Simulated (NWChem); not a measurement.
System: CH3Si, doublet; SMILES [SiH]=C

Here is an NWChem input.

```
start job
memory heap 200 mb stack 700 mb global 900 mb
geometry units angstroms noautoz
  C     -0.035883     1.111908    -0.067276
  Si    -0.093588    -0.576206     0.222446
  H     -0.917457     1.757387    -0.030692
  H      0.915057     1.605340    -0.303917
  H      1.137783    -1.435562     0.164388
end
basis spherical
  C library def2-tzvpp
  Si library def2-tzvpp
  H library def2-tzvpp
end
dft
  odft
  mult 2
  xc xcamb88 1.00 lyp 0.81 vwn_5 0.19 hfexch 1.00
  cam 0.33 cam_alpha 0.19 cam_beta 0.46
  iterations 150
  mulliken
end
task dft gradient
```

Output (shortened):

```
             Northwest Computational Chemistry Package (NWChem) 7.3.0
             --------------------------------------------------------

 CS  symmetry detected

                             Geometry "geometry" -> ""
                             -------------------------

 Output coordinates in angstroms (scale by  1.889725989 to convert to a.u.)

  No.       Tag          Charge          X              Y              Z
 ---- ---------------- ---------- -------------- -------------- --------------
    1 C                    6.0000     0.00826395     1.10333074     0.00000000
    2 Si                  14.0000    -0.09273362    -0.60745770     0.00000000
    3 H                    1.0000    -0.86869247     1.75609537     0.00000000
    4 H                    1.0000     0.98413670     1.60476199     0.00000000
    5 H                    1.0000     1.13324280    -1.47643399     0.00000000

 Effective nuclear repulsion energy (a.u.)      44.3784992058

      Symmetry information
      --------------------

 Group name             Cs
 Group number              2
 Group order               2
 No. of unique centers     5

                                 NWChem DFT Module
                                 -----------------

 Summary of "ao basis" -> "ao basis" (spherical)
 ------------------------------------------------------------------------------
       Tag                 Description            Shells   Functions and Types
 ---------------- ------------------------------  ------  ---------------------
 C                         def2-tzvpp               11       31   5s3p2d1f
 Si                        def2-tzvpp               14       42   5s5p3d1f
 H                         def2-tzvpp                6       14   3s2p1d

      Symmetry analysis of basis
      --------------------------

        a'         79
        a"         36

            General Information
            -------------------
          SCF calculation type: DFT
          Wavefunction type:  spin polarized.
          No. of atoms     :     5
          No. of electrons :    23
           Alpha electrons :    12
            Beta electrons :    11
          Charge           :     0
          Spin multiplicity:     2
          Use of symmetry is: on ; symmetry adaption is: on
          Maximum number of iterations: 150
          AO basis - number of functions:   115
                     number of shells:    43
          Convergence on energy requested:  1.00D-06
          Convergence on density requested:  1.00D-05
          Convergence on gradient requested:  5.00D-04

              XC Information
              --------------
                     Hartree-Fock (Exact) Exchange  1.000
                   CAM-Becke88 Exchange Functional  1.000
                      VWN V Correlation Functional  0.190 local
              Lee-Yang-Parr Correlation Functional  0.810

           Range-Separation Parameters
           ---------------------------
           Alpha           :  0.19
           Beta            :  0.46
           Gamma           :  0.33
           Short-Range HF  :     F

             Grid Information
             ----------------
          Grid used for XC integration:  medium
          Radial quadrature: Mura-Knowles
          Angular quadrature: Lebedev.
          Tag              B.-S. Rad. Rad. Pts. Rad. Cut. Ang. Pts.
          ---              ---------- --------- --------- ---------
          C                   0.70       49          10.0       434
          Si                  1.10       88           9.0       590
          H                   0.35       45          11.0       434
          Grid pruning is: on
          Number of quadrature shells:   272
          Spatial weights used:  Erf1

      Superposition of Atomic Density Guess
      -------------------------------------

 Sum of atomic energies:        -328.00616630

      Non-variational initial energy
      ------------------------------

 Total energy =    -328.624869
 1-e energy   =    -540.115542
 2-e energy   =     167.112175
 HOMO         =      -0.172246
 LUMO         =      -0.017668

   Symmetry analysis of molecular orbitals - initial alpha
   -------------------------------------------------------

  Numbering of irreducible representations:

     1 a'          2 a"

  Orbital symmetries:

     1 a'          2 a'          3 a'          4 a'          5 a'
     6 a"          7 a'          8 a'          9 a'         10 a'
    11 a"         12 a'         13 a"         14 a'         15 a'
    16 a'         17 a'         18 a'         19 a'         20 a"
    21 a'         22 a"

   Symmetry analysis of molecular orbitals - initial beta
   ------------------------------------------------------

  Numbering of irreducible representations:

     1 a'          2 a"

  Orbital symmetries:

     1 a'          2 a'          3 a'          4 a'          5 a'
     6 a"          7 a'          8 a'          9 a'         10 a'
    11 a"         12 a'         13 a"         14 a'         15 a'
    16 a'         17 a'         18 a'         19 a'         20 a"
    21 a'         22 a"

     ---------------------------------------------
      Total Density - Mulliken Population Analysis
     ---------------------------------------------

    Atom       Charge   Shell Charges
 -----------   ------   -------------------------------------------------------
    1 C    6     6.84   0.86  1.12  0.58  0.69  0.11  1.30  1.54  0.61  0.01  0.02  0.00
    2 Si  14    13.45   2.00  0.59  1.38  0.94  0.61  4.10  1.74  0.45  0.97  0.51  0.00  0.06  0.06  0.02
    3 H    1     0.85   0.23  0.43  0.14  0.01  0.03  0.00
    4 H    1     0.84   0.23  0.43  0.14  0.01  0.03  0.00
    5 H    1     1.02   0.21  0.52  0.28  0.00  0.01  0.00

     --------------------------------------------
      Spin Density - Mulliken Population Analysis
     --------------------------------------------

    Atom       Charge   Shell Charges
 -----------   ------   -------------------------------------------------------
    1 C    6     0.06   0.00 -0.00  0.01  0.01 -0.01  0.03  0.02 -0.01  0.00  0.01  0.00
    2 Si  14     0.78   0.00  0.00 -0.00  0.08  0.16  0.01 -0.01  0.06  0.26  0.21  0.00  0.01  0.00  0.00
    3 H    1     0.00   0.00  0.00 -0.00  0.00 -0.00  0.00
    4 H    1     0.04   0.01  0.02  0.01  0.00  0.00  0.00
    5 H    1     0.11   0.02  0.06  0.03  0.00  0.00  0.00

   convergence    iter        energy       DeltaE   RMS-Dens  Diis-err
 ---------------- ----- ----------------- --------- --------- ---------
 d= 0,ls=0.0,diis     1   -329.2410769371 -3.74D+02  3.41D-03  1.37D-01
                                                     2.50D-03  1.21D-01
 d= 0,ls=0.0,diis     2   -329.2445714732 -3.49D-03  1.62D-03  7.59D-02
                                                     1.80D-03  7.84D-02
 d= 0,ls=0.0,diis     3   -329.2809234560 -3.64D-02  5.78D-04  2.02D-02
                                                     4.44D-04  1.83D-02
 d= 0,ls=0.0,diis     4   -329.2914562987 -1.05D-02  1.69D-04  1.45D-04
                                                     6.70D-05  6.97D-05
 d= 0,ls=0.0,diis     5   -329.2916238697 -1.68D-04  6.64D-05  1.45D-05
                                                     6.37D-05  2.34D-05
  Resetting Diis
 d= 0,ls=0.0,diis     6   -329.2916788304 -5.50D-05  3.86D-05  5.40D-06
                                                     3.42D-05  8.79D-06
 d= 0,ls=0.0,diis     7   -329.2917065032 -2.77D-05  2.43D-05  3.05D-06
                                                     2.55D-05  3.89D-06
 d= 0,ls=0.0,diis     8   -329.2917228039 -1.63D-05  3.46D-05  3.09D-06
                                                     2.54D-05  1.81D-06
 d= 0,ls=0.0,diis     9   -329.2917388491 -1.60D-05  7.49D-05  1.07D-06
                                                     7.38D-05  3.21D-06
 d= 0,ls=0.0,diis    10   -329.2917620740 -2.32D-05  2.55D-05  4.24D-07
                                                     2.27D-05  2.36D-07
 d= 0,ls=0.0,diis    11   -329.2917643696 -2.30D-06  7.18D-06  2.81D-08
                                                     8.53D-06  5.09D-08
 d= 0,ls=0.0,diis    12   -329.2917645989 -2.29D-07  9.12D-07  2.01D-09
                                                     8.77D-07  2.04D-09

         Total DFT energy =     -329.291764598928
      One electron energy =     -542.000115623176
           Coulomb energy =      195.681700679530
    Exchange-Corr. energy =      -27.351848861051
 Nuclear repulsion energy =       44.378499205769

 Numeric. integr. density =       23.000002287891

                  Occupations of the irreducible representations
                  ----------------------------------------------

                     irrep           alpha         beta
                     --------     --------     --------
                     a'               10.0          9.0
                     a"                2.0          2.0

                    DFT Final Alpha Molecular Orbital Analysis
                    ------------------------------------------

 Vector   10  Occ=1.000000D+00  E=-4.304298D-01  Symmetry=a'
              MO Center=  2.4D-01,  4.3D-02, -4.4D-16, r^2= 2.7D+00
   Bfn.  Coefficient  Atom+Function         Bfn.  Coefficient  Atom+Function
  ----- ------------  ---------------      ----- ------------  ---------------
     7      0.279309  1 C  py                47     -0.250756  2 Si py
   103      0.218537  5 H  s                 10      0.193567  1 C  py
   104      0.150049  5 H  s                102      0.132098  5 H  s
    75      0.125633  3 H  s                 44     -0.119467  2 Si py
    38      0.117713  2 Si py                74      0.100218  3 H  s

 Vector   11  Occ=1.000000D+00  E=-3.059065D-01  Symmetry=a'
              MO Center= -3.3D-01, -7.6D-01,  1.8D-16, r^2= 2.4D+00
   Bfn.  Coefficient  Atom+Function         Bfn.  Coefficient  Atom+Function
  ----- ------------  ---------------      ----- ------------  ---------------
    36      0.412387  2 Si s                 46     -0.364918  2 Si px
    35      0.254101  2 Si s                 47     -0.216378  2 Si py
    49     -0.212670  2 Si px               104     -0.163276  5 H  s
   103     -0.153553  5 H  s                 34     -0.147191  2 Si s
     7      0.132780  1 C  py                43     -0.133295  2 Si px

 Vector   12  Occ=1.000000D+00  E=-2.872876D-01  Symmetry=a"
              MO Center= -3.9D-02,  3.7D-01, -1.3D-16, r^2= 2.3D+00
   Bfn.  Coefficient  Atom+Function         Bfn.  Coefficient  Atom+Function
  ----- ------------  ---------------      ----- ------------  ---------------
    48      0.326243  2 Si pz                 8      0.287921  1 C  pz
    11      0.245759  1 C  pz                51      0.209890  2 Si pz
    14      0.201282  1 C  pz                45      0.123228  2 Si pz
    39     -0.121592  2 Si pz                42     -0.058607  2 Si pz
    58      0.035801  2 Si d -1              63      0.029538  2 Si d -1

 Vector   13  Occ=0.000000D+00  E=-1.111132D-02  Symmetry=a"
              MO Center= -6.9D-02, -2.1D-01,  3.3D-16, r^2= 3.7D+00
   Bfn.  Coefficient  Atom+Function         Bfn.  Coefficient  Atom+Function
  ----- ------------  ---------------      ----- ------------  ---------------
    51      0.643396  2 Si pz                14     -0.485606  1 C  pz
    48      0.310712  2 Si pz                 8     -0.272765  1 C  pz
    11     -0.194641  1 C  pz                45      0.123412  2 Si pz
    39     -0.112154  2 Si pz                63     -0.101646  2 Si d -1
    58     -0.070811  2 Si d -1              42     -0.054868  2 Si pz

 Vector   14  Occ=0.000000D+00  E= 6.885739D-02  Symmetry=a'
              MO Center= -6.4D-02, -5.1D-01, -4.3D-15, r^2= 6.9D+00
   Bfn.  Coefficient  Atom+Function         Bfn.  Coefficient  Atom+Function
  ----- ------------  ---------------      ----- ------------  ---------------
     5      3.641619  1 C  s                 36     -2.607731  2 Si s
    50     -2.106538  2 Si py                13     -0.872940  1 C  py
    76     -0.699764  3 H  s                 90     -0.590635  4 H  s
    47     -0.459590  2 Si py                 4      0.454396  1 C  s
    10     -0.191192  1 C  py               104     -0.182113  5 H  s

 Vector   15  Occ=0.000000D+00  E= 9.067047D-02  Symmetry=a'
              MO Center=  1.2D-01, -6.0D-01, -4.8D-15, r^2= 4.9D+00
   Bfn.  Coefficient  Atom+Function         Bfn.  Coefficient  Atom+Function
  ----- ------------  ---------------      ----- ------------  ---------------
   104     -1.924734  5 H  s                 36      1.760366  2 Si s
    49      1.180405  2 Si px                90     -0.893158  4 H  s
    13      0.540998  1 C  py                50     -0.350428  2 Si py
    46      0.317390  2 Si px                 5      0.284321  1 C  s
    35      0.234509  2 Si s                 47     -0.162719  2 Si py

                     DFT Final Beta Molecular Orbital Analysis
                     -----------------------------------------

 Vector    9  Occ=1.000000D+00  E=-4.787479D-01  Symmetry=a'
              MO Center=  9.7D-02,  1.3D+00,  2.1D-16, r^2= 1.3D+00
   Bfn.  Coefficient  Atom+Function         Bfn.  Coefficient  Atom+Function
  ----- ------------  ---------------      ----- ------------  ---------------
     6      0.325992  1 C  px                89      0.228776  4 H  s
     9      0.216606  1 C  px                75     -0.187685  3 H  s
    88      0.157885  4 H  s                 74     -0.126761  3 H  s
    12      0.102895  1 C  px                90      0.099116  4 H  s
    35     -0.098453  2 Si s                 76     -0.076912  3 H  s

 Vector   10  Occ=1.000000D+00  E=-4.166226D-01  Symmetry=a'
              MO Center=  2.7D-01, -4.8D-02,  1.9D-16, r^2= 2.7D+00
   Bfn.  Coefficient  Atom+Function         Bfn.  Coefficient  Atom+Function
  ----- ------------  ---------------      ----- ------------  ---------------
     7      0.274883  1 C  py                47     -0.267898  2 Si py
   103      0.202964  5 H  s                 10      0.190489  1 C  py
   104      0.143283  5 H  s                102      0.128694  5 H  s
    44     -0.123625  2 Si py                38      0.122270  2 Si py
    46      0.109325  2 Si px                75      0.108155  3 H  s

 Vector   11  Occ=1.000000D+00  E=-2.893970D-01  Symmetry=a"
              MO Center= -1.1D-02,  5.8D-01, -6.9D-16, r^2= 2.0D+00
   Bfn.  Coefficient  Atom+Function         Bfn.  Coefficient  Atom+Function
  ----- ------------  ---------------      ----- ------------  ---------------
     8      0.325099  1 C  pz                11      0.278658  1 C  pz
    48      0.259593  2 Si pz                14      0.234118  1 C  pz
    51      0.168219  2 Si pz                45      0.105001  2 Si pz
    39     -0.103388  2 Si pz                42     -0.049490  2 Si pz
    58      0.045311  2 Si d -1              63      0.040806  2 Si d -1

[...]

                         DFT ENERGY GRADIENTS

    atom               coordinates                        gradient
                 x          y          z           x          y          z
   1 C       0.015617   2.084993   0.000000   -0.000030   0.002850   0.000000
   2 Si     -0.175241  -1.147929   0.000000   -0.003410  -0.009427   0.000000
   3 H      -1.641591   3.318539   0.000000   -0.007414   0.005302   0.000000
   4 H       1.859749   3.032560   0.000000    0.007835   0.003996   0.000000
   5 H       2.141518  -2.790056   0.000000    0.003018  -0.002721   0.000000
```

Level: CAM-B3LYP/def2-TZVPP, spin-unrestricted. The geometry was optimised at PBE0/def2-SVP, spin-unrestricted. No stability test was run on the SCF state.
